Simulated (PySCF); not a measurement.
These 4 structures share the formula C7H11Cl. Method used: PBE0-D3(BJ)/def2-SVP geometry optimisation, gas phase (PySCF 2.14.0). One conformer each; no zero-point energy, no entropy. No frequencies were run at this level. Point groups hold within 0.08 Å.

Question: Rank from lowest to highest electronic energy at this level (kcal/mol).
A. `[Cl:1][C@@H:2]1[CH2:3][C@H:4]2[CH2:5][CH2:6][CH2:7][C@@H:8]12` with Cl1–C2–C3–C4 -122°, C2–C3–C4–C5 -104°, C3–C4–C5–C6 76°, C4–C5–C6–C7 37°
B. `[Cl:1][C@@:2]12[CH2:3][CH2:4][CH2:5][C@@H:6]1[CH2:7][CH2:8]2` with Cl1–C2–C3–C4 150°, C2–C3–C4–C5 -38°, C3–C4–C5–C6 39°, C4–C5–C6–C7 72°
C. `C[C@@H]1[C@@H]2C[C@H]1[C@H](Cl)C2`
D. `[CH2:1]=[CH:2][CH2:3]/[C:4](=[CH:5]\[Cl:6])[CH2:7][CH3:8]` with C1–C2–C3–C4 113°, C2–C3–C4–C5 100°, C3–C4–C7–C8 -71°

Answer: B (0.0), A (1.8), C (10.4), D (25.6).

As drawn, the lowest has a four-membered ring, which the highest lacks; the highest has a C=C bond outside aromatic rings, which the lowest lacks. Neighbours under 2.5 kcal/mol apart (Cl[C@@]12CCC[C@@H]1CC2 and Cl[C@@H]1C[C@H]2CCC[C@H]21) can change places with a better method, another conformer or zero-point energy.

```csv
SMILES,E (Eh),E rel (kcal/mol),dipole (D),point group,"A, B, C (MHz)"
Cl[C@@]12CCC[C@@H]1CC2,-732.75733,0.0,2.03,C1,"2585, 1539, 1281"
Cl[C@@H]1C[C@H]2CCC[C@H]21,-732.75441,1.8,2.17,C1,"3822, 1125, 986.5"
C[C@@H]1[C@@H]2C[C@H]1[C@H](Cl)C2,-732.74072,10.4,2.01,C1,"2976, 1326, 1138"
C=CC/C(=C\Cl)CC,-732.71660,25.6,1.63,C1,"1854, 1136, 766.2"
```

Q: As an exercise, what shares would exp(−E/RT) give at 298.15 K from these electronic energies alone (no entropy, no degeneracies)?

A: RT = 0.592 kcal/mol: Cl[C@@]12CCC[C@@H]1CC2 95.7 %, Cl[C@@H]1C[C@H]2CCC[C@H]21 4.3 %, C[C@@H]1[C@@H]2C[C@H]1[C@H](Cl)C2 under 0.1 %, C=CC/C(=C\Cl)CC under 0.1 %.
